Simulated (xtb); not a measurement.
hexafluorodisiloxane (F6OSi2), singlet, from a rough starting geometry; GFN2-xTB (xtb).

The xtb input:
```
$ xtb mol.xyz --gfn 2 --opt vtight --json

# file mol.xyz
9

F      2.17163093     0.30584623    -1.21943753
Si     1.48087179     0.33810427     0.21224939
F      2.40065746    -0.48817837     1.23775547
F      1.37526803     1.78791973     0.79119133
O      0.05722692    -0.41007254     0.21837189
Si    -1.50549920    -0.40382681    -0.17521901
F     -1.67086713     0.05726772    -1.72723850
F     -2.28704477     0.60054849     0.68843946
F     -2.04177767    -1.86687852     0.01387766
```

Task: What does xtb print? Leave out banner, timings and long lists.

Result: 
```
   ID    Z sym.   atoms
    1    9 F      1, 3, 4, 7-9
    2   14 Si     2, 6
    3    8 O      5

           -------------------------------------------------
          |                Calculation Setup                |
           -------------------------------------------------

           -------------------------------------------------
          |                 G F N 2 - x T B                 |
           -------------------------------------------------

          ...................................................
          :                      SETUP                      :
          :.................................................:
          :  # basis functions                  48          :
          :  # atomic orbitals                  46          :
          :  # shells                           20          :
          :  # electrons                        56          :
          :  max. iterations                   250          :
          :  Hamiltonian                  GFN2-xTB          :
          :  restarted?                      false          :
          :  GBSA solvation                  false          :
          :  PC potential                    false          :
          :  electronic temp.          300.0000000     K    :
          :  accuracy                    1.0000000          :
          :  -> integral cutoff          0.2500000E+02      :
          :  -> integral neglect         0.1000000E-07      :
          :  -> SCF convergence          0.1000000E-05 Eh   :
          :  -> wf. convergence          0.1000000E-03 e    :
          :  Broyden damping             0.4000000          :
          :  net charge                          0          :
          :  unpaired electrons                  0          :
          ...................................................

 iter      E             dE          RMSdq      gap      omega  full diag
   1    -36.4023501 -0.364024E+02  0.943E+00   11.36       0.0  T
   2    -36.5036878 -0.101338E+00  0.574E+00    9.87       1.0  T
   3    -36.5095946 -0.590678E-02  0.145E+00    9.87       1.0  T
   4    -36.5129269 -0.333236E-02  0.709E-01    9.53       1.0  T
   5    -36.5129406 -0.136830E-04  0.422E-01    9.85       1.0  T
   6    -36.5138653 -0.924676E-03  0.222E-01    9.61       1.0  T
   7    -36.5141913 -0.326035E-03  0.434E-02    9.70       1.0  T
   8    -36.5141953 -0.401313E-05  0.248E-02    9.70       1.3  T
   9    -36.5141995 -0.415367E-05  0.771E-03    9.69       4.3  T
  10    -36.5141999 -0.391883E-06  0.143E-03    9.69      23.2  T
  11    -36.5141999  0.342018E-08  0.724E-04    9.69      46.1  T
  12    -36.5141999 -0.359181E-08  0.118E-04    9.69     283.2  T

   *** convergence criteria satisfied after 12 iterations ***

         :::::::::::::::::::::::::::::::::::::::::::::::::::::
         ::                     SUMMARY                     ::
         :::::::::::::::::::::::::::::::::::::::::::::::::::::
         :: total energy             -36.393097649327 Eh    ::
         :: gradient norm              0.076125619325 Eh/a0 ::
         :: HOMO-LUMO gap              9.689812532717 eV    ::
         ::.................................................::
         :: SCC energy               -36.514190433847 Eh    ::
         :: -> isotropic ES            0.112143845639 Eh    ::
         :: -> anisotropic ES         -0.004203852032 Eh    ::
         :: -> anisotropic XC         -0.011002230422 Eh    ::
         :: -> dispersion             -0.007037188815 Eh    ::
         :: repulsion energy           0.121092784520 Eh    ::
         :: add. restraining           0.000000000000 Eh    ::
         :: total charge               0.000000000000 e     ::
         :::::::::::::::::::::::::::::::::::::::::::::::::::::

      -----------------------------------------------------------
     |                   =====================                   |
     |                        A N C O P T                        |
[...]
 * total energy  :   -36.3980514 Eh     change       -0.1094689E-06 Eh
 * total energy  :   -36.3980516 Eh     change       -0.1094851E-06 Eh
 * total energy  :   -36.3980517 Eh     change       -0.1093603E-06 Eh
 * total energy  :   -36.3980518 Eh     change       -0.1091347E-06 Eh
 * total energy  :   -36.3980519 Eh     change       -0.1086959E-06 Eh
 * total energy  :   -36.3980520 Eh     change       -0.1081360E-06 Eh
 * total energy  :   -36.3980521 Eh     change       -0.1073387E-06 Eh
 * total energy  :   -36.3980522 Eh     change       -0.1064372E-06 Eh
 * total energy  :   -36.3980523 Eh     change       -0.1053508E-06 Eh
 * total energy  :   -36.3980524 Eh     change       -0.1042147E-06 Eh
 * total energy  :   -36.3980525 Eh     change       -0.1029688E-06 Eh
 * total energy  :   -36.3980526 Eh     change       -0.9532472E-07 Eh
   *** GEOMETRY OPTIMIZATION CONVERGED AFTER 122 ITERATIONS ***
         :: total energy             -36.398052610004 Eh    ::
[...]
        25        2.0000           -0.5575900             -15.1728
        26        2.0000           -0.5569610             -15.1557
        27        2.0000           -0.5489934             -14.9389
        28        2.0000           -0.5487455             -14.9321 (HOMO)
        29                         -0.1825996              -4.9688 (LUMO)
        30                         -0.1715902              -4.6692
        31                         -0.1700265              -4.6267
        32                         -0.1174116              -3.1949
        33                         -0.1077494              -2.9320
        34                         -0.1040291              -2.8308
        35                          0.0095779               0.2606
        36                          0.0111814               0.3043
        37                          0.0874515               2.3797
        38                          0.0903519               2.4586
        39                          0.1718313               4.6758
       ...                                ...                  ...
        46                          1.0541102              28.6838
      -------------------------------------------------------------
                  HL-Gap            0.3661459 Eh            9.9633 eV
             Fermi-level           -0.3656726 Eh           -9.9505 eV

     #   Z          covCN         q      C6AA      α(0)
     1   9 F        0.705    -0.197    11.216     3.954
     2  14 Si       2.997     0.766   157.382    27.365
     3   9 F        0.705    -0.195    11.198     3.951
     4   9 F        0.705    -0.199    11.233     3.957
     5   8 O        1.541    -0.350    19.983     6.030
     6  14 Si       2.997     0.766   157.382    27.365
     7   9 F        0.705    -0.199    11.233     3.957
     8   9 F        0.705    -0.197    11.216     3.954
     9   9 F        0.705    -0.195    11.198     3.951

 Mol. C6AA /au·bohr⁶  :       2297.690304
 Mol. C8AA /au·bohr⁸  :      93555.258958
 Mol. α(0) /au        :         84.486526

Wiberg/Mayer (AO) data.
largest (>0.10) Wiberg bond orders for each atom

 ---------------------------------------------------------------------------
     #   Z sym  total        # sym  WBO       # sym  WBO       # sym  WBO
 ---------------------------------------------------------------------------
     1   9 F    1.279 --     2 Si   1.139
     2  14 Si   4.531 --     3 F    1.142     1 F    1.139     4 F    1.138
                             5 O    1.103
     3   9 F    1.280 --     2 Si   1.142
     4   9 F    1.277 --     2 Si   1.138
     5   8 O    2.453 --     2 Si   1.103     6 Si   1.103
     6  14 Si   4.531 --     9 F    1.142     8 F    1.139     7 F    1.138
                             5 O    1.103
     7   9 F    1.277 --     6 Si   1.138
     8   9 F    1.279 --     6 Si   1.139
     9   9 F    1.280 --     6 Si   1.142
 ---------------------------------------------------------------------------

Topologies differ in total number of bonds
Writing topology from bond orders to xtbtopo.mol

molecular dipole:
                 x           y           z       tot (Debye)
 q only:        0.003      -0.019       0.010
   full:        0.006      -0.040       0.021       0.117
molecular quadrupole (traceless):
                xx          xy          yy          xz          yz          zz
 q only:       -0.548      -0.203       0.218      -0.150       0.024       0.330
  q+dip:       -2.403      -0.892       1.097      -0.591      -0.081       1.305
   full:       -0.707      -0.256       0.262      -0.194       0.060       0.445

optimized geometry written to: xtbopt.xyz

           -------------------------------------------------
          | TOTAL ENERGY              -36.398052610004 Eh   |
          | GRADIENT NORM               0.000025373411 Eh/α |
          | HOMO-LUMO GAP               9.963336590968 eV   |
           -------------------------------------------------

normal termination of xtb
```
